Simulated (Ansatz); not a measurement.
Ansatz results at the PBE0-D4/def2-TZVP geometry: LUMO energy (B3LYP/def2-TZVPP) -0.54 eV; LUMO energy (PBE0/def2-TZVPP) -0.31 eV; HOMO–LUMO gap (PBE/def2-TZVPP) 5.25 eV.

Each molecule was computed in one conformer, which needn't be the lowest.

Question: Which molecule gave them?
A. `C[SiH2]B(F)F`
B. `[InH2][B]1CN1`
C. `F[SiH2]C(F)S`
D. `[BH2][Al]([CH2]F)[O]C`

Answer: C. The others give `[BH2][Al]([CH2]F)[O]C`: -2.66, -2.47, 2.34; `[InH2][B]1CN1`: -2.01, -1.74, 3.57; `C[SiH2]B(F)F`: -1.17, -0.95, 5.45.

B3LYP here is the variant with VWN-RPA as its local correlation; programs differ in this.
